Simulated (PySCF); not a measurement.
**How methods differ on the ionisation energy of Mo**

Mo [Kr] 4d5 5s1 (7S) → Mo⁺ [Kr] 4d5 (6S), as a difference of total energies. Computed with PySCF 2.14 in cc-pVDZ-PP with ECP28MDF (4s4p3d1f, 38 functions), with scalar relativity through the core potential. Correlated levels: valence: 4s2 4p6 frozen. The calculations carry no spin-orbit coupling.

Order these methods by the ionisation energy they give, lowest first.
A. UHF
B. PBE
C. SCS-MP2 (valence)
D. M06-2X

A (6.257 eV), C (6.401 eV), D (6.974 eV), B (7.513 eV).

Errors of the correlated levels include the incompleteness of this basis and the frozen core.

For comparison: 7.092 eV (measured; NIST Atomic Spectra Database, ionization energies).
